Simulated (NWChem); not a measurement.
CH2BrF; SMILES FCBr

Computed with NWChem. Pople sets run with spherical d functions. All runs use the structure optimised with B3LYP/6-31G* (spherical d).

Q: Taking PBE/6-311G** as the yardstick, which of these has the fewest basis functions while keeping “dipole (D)” within 0.05 D of it: PBE/3-21G; PBE/6-31G*; PBE/STO-3G?

A: PBE/3-21G.
```json
[
 {"level": "PBE/STO-3G", "basis functions": "30", "dipole (D)": "1.60"},
 {"level": "PBE/3-21G", "basis functions": "44", "dipole (D)": "1.84"},
 {"level": "PBE/6-31G*", "basis functions": "64", "dipole (D)": "1.87"},
 {"level": "PBE/6-311G**", "basis functions": "92", "dipole (D)": "1.84"}
]
```

The yardstick is one finite set, not the basis-set limit.
